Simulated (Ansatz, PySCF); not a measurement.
O3Te, SMILES O=[Te+2]([O-])[O-].

Coordinates come from a PBE-D3(BJ)/def2-SVP optimisation. The def2 effective core potentials stand for the cores of Te; spin–orbit coupling is left out.

Vertical ionisation energy (IE) and electron affinity (EA) in eV. Rows of orbital energies are one-electron estimates. Where ΔSCF, EOM or ADC give a negative EA the extra electron is unbound and the value depends on the basis.

```json
[
 {"level": "−ε(HOMO), −ε(LUMO), PBE0/def2-TZVPD (PySCF)", "IE": "(withheld)", "EA": "(withheld)"},
 {"level": "−ε(HOMO), −ε(LUMO), PBE/def2-TZVPD (PySCF)", "IE": "8.21", "EA": "6.06"},
 {"level": "ΔSCF, ωB97X-V/def2-SVPD (Ansatz), final states of multiplicity 2 and 2", "IE": "12.26", "EA": "3.08"},
 {"level": "ΔSCF, PBE/def2-SVPD (Ansatz), final states of multiplicity 2 and 2", "IE": "11.62", "EA": "2.93"}
]
```

**Question.** Complete the blanks. (Estimate from the structure and the level; the computed values follow.)

**Answer.** 
- −ε(HOMO), −ε(LUMO), PBE0/def2-TZVPD (PySCF), IE: 9.99
- −ε(HOMO), −ε(LUMO), PBE0/def2-TZVPD (PySCF), EA: 5.17

**Question.** What vertical singlet–triplet gap does ΔSCF give with ωB97X-V/def2-SVPD (Ansatz, an electronic-structure program) and with PBE/def2-SVPD (Ansatz)? (The exact figures need the calculation; the answer reports its results.)

**Answer.** 2.31 and 1.89 eV (triplet above singlet where positive).
